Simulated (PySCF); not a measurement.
C4H5BO, SMILES C#CB1COC1.

The structure is a stationary point at r2SCAN-D4/def2-SVP. This is a generated structure with no PubChem entry under its InChIKey; it may be hypothetical.

Two levels are set side by side: TDDFT-PBE/def2-SVPD (PySCF) and TDDFT-B3LYP/def2-SVPD (PySCF). Vertical, same geometry. The lowest singlet is HOMO→LUMO 99 % with PBE and HOMO→LUMO 99 % with the other functional; states are paired by order. Differences are taken from unrounded values.

| quantity | TDDFT-B3LYP | TDDFT-PBE | TDDFT-PBE minus TDDFT-B3LYP |
|---|---|---|---|
| lowest singlet excitation (eV) | 3.91 | 2.95 | -0.96 |
| lowest triplet excitation (TDA) (eV) | 3.63 | 2.68 | -0.95 |

A lower first singlet is the usual sign of a functional without exact exchange. Differences between two approximate levels are no errors against the true value.

Rough cost on one machine, each run with all the roots and properties that it gave: TDDFT-B3LYP against TDDFT-PBE about 3 times.
